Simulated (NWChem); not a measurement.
System: C3H5NO; SMILES N1=COCC1

The following NWChem deck was run.

```
start job
memory heap 200 mb stack 900 mb global 1100 mb
geometry units angstroms noautosym nocenter noautoz
  C      1.150779     0.065971     0.000000
  N      0.518346     1.160506     0.000000
  C     -0.895481     0.803783     0.000000
  C     -0.914850    -0.740452     0.000000
  O      0.473336    -1.096141     0.000000
  H      2.239972    -0.040224     0.000000
  H     -1.391602     1.236133     0.884193
  H     -1.391602     1.236133    -0.884193
  H     -1.387035    -1.177862    -0.892932
  H     -1.387035    -1.177862     0.892932
end
basis spherical
  * library 6-31g*
end
dft
  xc b3lyp
  iterations 150
end
property
  shielding 8 1 2 3 4 5 6 7 9
  efieldgrad
end
task dft property
```

Parts of the log:

```
             Northwest Computational Chemistry Package (NWChem) 7.3.0
             --------------------------------------------------------

                             Geometry "geometry" -> ""
                             -------------------------

 Output coordinates in angstroms (scale by  1.889725989 to convert to a.u.)

  No.       Tag          Charge          X              Y              Z
 ---- ---------------- ---------- -------------- -------------- --------------
    1 C                    6.0000     1.15077900     0.06597100     0.00000000
    2 N                    7.0000     0.51834600     1.16050600     0.00000000
    3 C                    6.0000    -0.89548100     0.80378300     0.00000000
    4 C                    6.0000    -0.91485000    -0.74045200     0.00000000
    5 O                    8.0000     0.47333600    -1.09614100     0.00000000
    6 H                    1.0000     2.23997200    -0.04022400     0.00000000
    7 H                    1.0000    -1.39160200     1.23613300     0.88419300
    8 H                    1.0000    -1.39160200     1.23613300    -0.88419300
    9 H                    1.0000    -1.38703500    -1.17786200    -0.89293200
   10 H                    1.0000    -1.38703500    -1.17786200     0.89293200

 Effective nuclear repulsion energy (a.u.)     177.2794448482

                              NWChem Property Module
                              ----------------------

  itol2e modified to match energy
  convergence criterion.

                                 NWChem DFT Module
                                 -----------------

 Summary of "ao basis" -> "ao basis" (spherical)
 ------------------------------------------------------------------------------
       Tag                 Description            Shells   Functions and Types
 ---------------- ------------------------------  ------  ---------------------
 C                           6-31g*                  6       14   3s2p1d
 N                           6-31g*                  6       14   3s2p1d
 O                           6-31g*                  6       14   3s2p1d
 H                           6-31g*                  2        2   2s

  itol2e modified to match energy
  convergence criterion.

            General Information
            -------------------
          SCF calculation type: DFT
          Wavefunction type:  closed shell.
          No. of atoms     :    10
          No. of electrons :    38
           Alpha electrons :    19
            Beta electrons :    19
          Charge           :     0
          Spin multiplicity:     1
          Use of symmetry is: off; symmetry adaption is: off
          Maximum number of iterations: 150
          AO basis - number of functions:    80
                     number of shells:    40
          Convergence on energy requested:  1.00D-07
          Convergence on density requested:  1.00D-05
          Convergence on gradient requested:  5.00D-04

              XC Information
              --------------
                         B3LYP Method XC Potential
                     Hartree-Fock (Exact) Exchange  0.200
                        Slater Exchange Functional  0.800 local
                    Becke 1988 Exchange Functional  0.720 non-local
              Lee-Yang-Parr Correlation Functional  0.810
                  VWN I RPA Correlation Functional  0.190 local

[...]

          -----------------------------------------
          Chemical Shielding Tensors (GIAO, in ppm)
          -----------------------------------------

                                NWChem CPHF Module
                                ------------------

  scftype          =     RHF
  nclosed          =       19
  nopen            =        0
  variables        =     1159
  # of vectors     =        3
  tolerance        = 0.10D-03
  level shift      = 0.00D+00
  max iterations   =       50
  max subspace     =       30

 SCF residual:    2.7409857200276633E-005

Iterative solution of linear equations
  No. of variables     1159
  No. of equations        3
  Maximum subspace       30
        Iterations       50
       Convergence  1.0D-04

   iter   nsub   residual    time
   ----  ------  --------  ---------
     1      3    5.35D-01      19.7
     2      6    4.83D-02      21.5
     3      9    1.36D-03      23.2
     4     12    5.86D-05      24.9

      Atom:    1  C
        Diamagnetic
    260.0168      1.3392     -0.0000
      1.3392    267.8058     -0.0000
     -0.0000     -0.0000    237.7764

        Paramagnetic
   -266.2306    -57.4626      0.0000
    -57.4626   -210.0545      0.0000
      0.0000      0.0000   -150.4779

        Total Shielding Tensor
     -6.2138    -56.1234     -0.0000
    -56.1234     57.7513      0.0000
     -0.0000      0.0000     87.2986

           isotropic =      46.2787
          anisotropy =      66.1300

          Principal Components and Axis System
                 1           2           3
               90.3653     87.2986    -38.8279

      1        -0.5024      0.0000      0.8646
      2         0.8646     -0.0000      0.5024
      3         0.0000      1.0000     -0.0000

      Atom:    2  N
        Diamagnetic
    339.4058     -6.9907      0.0000
     -6.9907    319.8529     -0.0000
      0.0000     -0.0000    305.9916

        Paramagnetic
   -474.8485    -23.4235      0.0000
    -23.4235   -290.4520      0.0000
      0.0000      0.0000    -86.6910

        Total Shielding Tensor
   -135.4427    -30.4142      0.0000
    -30.4142     29.4009      0.0000
      0.0000      0.0000    219.3006

           isotropic =      37.7529
          anisotropy =     272.3215

          Principal Components and Axis System
                 1           2           3
              219.3006   -140.8752     34.8334

      1         0.0000      0.9844     -0.1758
      2        -0.0000      0.1758      0.9844
      3         1.0000     -0.0000      0.0000

      Atom:    3  C
        Diamagnetic
    251.4748      1.3184     -0.0000
      1.3184    251.9553      0.0000
     -0.0000      0.0000    238.8812

        Paramagnetic
    -84.6427      9.7600      0.0000
      9.7600   -112.0921      0.0000
      0.0000      0.0000   -136.2137

        Total Shielding Tensor
    166.8321     11.0784      0.0000
     11.0784    139.8632      0.0000
      0.0000      0.0000    102.6676

           isotropic =     136.4543
          anisotropy =      51.5175

          Principal Components and Axis System
                 1           2           3
              170.7993    135.8960    102.6676

      1         0.9415     -0.3371     -0.0000
      2         0.3371      0.9415     -0.0000
      3         0.0000      0.0000      1.0000

      Atom:    4  C
        Diamagnetic
    253.2189     -1.3397      0.0000
     -1.3397    249.5053      0.0000
      0.0000      0.0000    238.8203

        Paramagnetic
    -86.2712    -14.3978     -0.0000
    -14.3978   -132.3041     -0.0000
     -0.0000     -0.0000   -142.3618

        Total Shielding Tensor
    166.9477    -15.7375      0.0000
    -15.7375    117.2011      0.0000
      0.0000      0.0000     96.4585

           isotropic =     126.8691
          anisotropy =      66.9587

          Principal Components and Axis System
                 1           2           3
              171.5082    112.6406     96.4585

      1         0.9605      0.2783     -0.0000
      2        -0.2783      0.9605     -0.0000
      3         0.0000      0.0000      1.0000

      Atom:    5  O
        Diamagnetic
    410.3501      7.1530     -0.0000
      7.1530    393.9492     -0.0000
     -0.0000     -0.0000    373.6640

        Paramagnetic
   -314.3318     78.8794     -0.0000
     78.8794   -155.2787     -0.0000
     -0.0000     -0.0000   -207.1101

        Total Shielding Tensor
     96.0182     86.0324     -0.0000
     86.0324    238.6705     -0.0000
     -0.0000     -0.0000    166.5539

           isotropic =     167.0809
          anisotropy =     168.0265

          Principal Components and Axis System
                 1           2           3
              279.0986    166.5539     55.5902

      1         0.4253     -0.0000      0.9051
      2         0.9051      0.0000     -0.4253
      3        -0.0000      1.0000      0.0000

      Atom:    6  H
        Diamagnetic
     42.6066     -0.5582     -0.0000
     -0.5582     24.7262     -0.0000
     -0.0000     -0.0000     21.5982

        Paramagnetic
    -13.8875      0.3201      0.0000
      0.3201      0.8569     -0.0000
      0.0000     -0.0000      1.6228

        Total Shielding Tensor
     28.7190     -0.2382      0.0000
     -0.2382     25.5831     -0.0000
      0.0000     -0.0000     23.2210

           isotropic =      25.8410
          anisotropy =       4.3439

          Principal Components and Axis System
                 1           2           3
               28.7370     25.5651     23.2210

      1         0.9972      0.0753     -0.0000
      2        -0.0753      0.9972      0.0000
      3         0.0000     -0.0000      1.0000

      Atom:    7  H
        Diamagnetic
     29.1711     -4.0796     -6.7300
     -4.0796     27.2950      5.2633
     -6.7300      5.2633     30.9493

        Paramagnetic
     -0.5417      2.7193      3.4871
      2.7193      1.2470     -3.0082
      3.4871     -3.0082     -3.1328

[...]
```

Level: B3LYP/6-31G* (spherical d), GIAO. All runs use the structure optimised with PBE0/def2-SVP. B3LYP is NWChem's, with the RPA form of VWN correlation. NWChem prints the field gradient with the sign opposite to the second derivative of the potential. The output numbers the shielded atoms by their place in the input's list. The printed shielding anisotropy is the first printed principal value minus the mean of the other two.
